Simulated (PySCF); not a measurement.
How methods differ on the ionisation energy of Tc²⁺

Tc²⁺ [Kr] 4d5 (6S) → Tc³⁺ [Kr] 4d4 (5D), as a difference of total energies. Calculation: PySCF 2.14, in aug-cc-pVDZ-PP with ECP28MDF; a scalar-relativistic core potential. Correlated levels: valence: 4s2 4p6 frozen. The calculations carry no spin-orbit coupling.

```csv
method,ionisation energy (eV),difference from reference (eV)
UHF,28.862,-0.688
MP2 (valence),29.389,-0.161
SCS-MP2 (valence),29.038,-0.512
CCSD (valence),29.444,-0.106
CCSD(T) (valence),29.449,-0.101
```

Reference: 29.55 eV (semi-empirical (NIST evaluation); NIST Atomic Spectra Database, ionization energies).

The reference lies between the lowest fine-structure levels, while these numbers refer to the centres of the terms.

Errors of the correlated levels include the incompleteness of this basis and the frozen core.
